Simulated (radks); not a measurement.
The numbers below are computed, except where a source is named.
Spherical quantum dot in the effective-mass picture: electrons in a hard-walled sphere of radius 5.82, with a point charge +2 (a donor) at the centre, all in effective atomic units (hartree* = m*/eps^2 hartree, bohr* = eps/m* bohr), one dielectric constant everywhere. Level of theory: non-relativistic Kohn-Sham, r2SCAN, spin-polarised, spherical densities, generalised Kohn-Sham scheme (a radial shooting solver with Libxc functionals). Levels are named by radial order and angular momentum (1s, 1p, 1d, 2s, ...), and open shells are averaged over m.

N = 17, configuration 1s2 1p6 1d(up 5, down 2) 2s2. This is the lowest configuration that the search found. Occupied and some empty levels:

level    occupation  eigenvalue (hartree*)  <r> (bohr*)
1s up             1                 3.1396        1.330
1s down           1                 3.1419        1.234
2s up             1                 3.3242        3.704
2s down           1                 3.3546        3.779
1p up             3                 3.3630        4.101
1p down           3                 3.3974        4.082
1d up             5                 3.5016        4.223
1d down           2                 3.5398        4.212
1f up             0                 3.6925        4.324
1f down           0                 3.7352        4.317
1g up             0                 3.9319        4.410
1g down           0                 3.9796        4.407
2p up             0                 4.1063        2.900
2p down           0                 4.1293        2.874

Energy (hartree*): total 24.9612, kinetic 9.8239, external -14.334, Hartree 34.576, exchange-correlation -5.1045.

Electron density:

r (bohr*)  n(r) (e/bohr*^3)
0.304                 1.129
0.594                0.3913
0.884                0.1454
1.17                0.05781
1.46                0.02526
1.75                0.01348
2.04                0.01031
2.33                0.01110
2.62                0.01413
2.91                0.01856
3.20                0.02381
3.49                0.02919
3.78                0.03354
4.07                0.03559
4.36                0.03411
4.65                0.02848
4.94                0.01961
5.23               0.009927
5.52               0.002635
5.81              6.025e-06
